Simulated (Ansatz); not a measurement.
Species: BBr$_{3}$, net charge 0, singlet state. 
Geometry from a B3LYP-D3(BJ)/def2-TZVP (Ansatz, a program for electronic structure) optimisation:
```xyz
4

B      0.0000     0.0000     0.0000
Br     1.6561    -0.9245     0.2018
Br    -1.5101    -0.8993    -0.7409
Br    -0.1460     1.8237     0.5390
```
Charge 0, spin multiplicity 1.

Property: atomisation energy (electronic, to ground-state atoms), in kcal/mol. Correlated levels leave the core frozen unless marked. UHF or UKS for open shells. Spin-orbit coupling is left out. Frozen are the shells of the preceding noble gas and the d and f shells that filled before the atom's block. Non-relativistic. The coupled-cluster limit lacks core correlation, which all-electron functionals hold. CBS(X,Y): correlation extrapolated as X^-3; Hartree-Fock from the larger set. [CCSD(T)-MP2]/basis is that difference in the basis named.

```
level                                                     program  atomisation energy (kcal/mol)  minus last row  rough core time
-------------------------------------------------  --------------  -----------------------------  --------------  ---------------
BLYP-D4/def2-TZVPD                                 Ansatz + dftd4                          273.6            -1.2       under 20 s
revPBE-D3(BJ)/def2-TZVPD                           Ansatz + dftd3                          280.4             5.6       under 20 s
revPBE/def2-TZVPD                                          Ansatz                          272.7            -2.1       under 20 s
r2SCAN-D3(BJ)/def2-TZVPD                           Ansatz + dftd3                          287.4            12.6       under 20 s
BHLYP-D3(BJ)/def2-TZVPD                            Ansatz + dftd3                          263.8           -11.0       under 20 s
HSE06-D3(BJ)/def2-TZVPD                            Ansatz + dftd3                          285.5            10.7       under 20 s
wB97X-V/def2-TZVPD                                         Ansatz                          276.2             1.4             24 s
RPA@PBE/cc-pVQZ                                            Ansatz                          240.5           -34.3       under 20 s
MP2/CBS(aug-cc-pVTZ,aug-cc-pVQZ)                           Ansatz                          292.1            17.3                -
RI-MP2/aug-cc-pVQZ                                         Ansatz                          288.6            13.8       under 20 s
RI-MP2/CBS(cc-pVTZ,cc-pVQZ)                                Ansatz                          291.7            16.9       under 20 s
SCS-MP2/aug-cc-pVDZ                                        Ansatz                          259.5           -15.3                -
SCS-MP2/cc-pVDZ                                            Ansatz                          256.5           -18.3                -
CCSD/STO-3G                                                Ansatz                          299.2            24.4                -
CCSD/cc-pVQZ                                               Ansatz                          260.7           -14.1                -
CCSD/CBS(cc-pVTZ,cc-pVQZ)                                  Ansatz                          264.8           -10.0                -
CCSD(T)/6-31G                                              Ansatz                          217.9           -56.9       under 20 s
CCSD(T)/cc-pVDZ                                            Ansatz                          251.8           -23.0       under 20 s
CCSD(T)/cc-pVQZ                                            Ansatz                          270.0            -4.8                -
RI-MP2/CBS(cc-pVTZ,cc-pVQZ)+[CCSD(T)-MP2]/cc-pVTZ          Ansatz                          274.1            -0.7             27 s
CCSD(T)/CBS(aug-cc-pVTZ,aug-cc-pVQZ)                       Ansatz                          274.8             0.0                -
```

Core times are rough, on shared machines, summed over the molecules involved; a dash marks a level read off another run, or run on other hardware, by another program or under a memory cap.
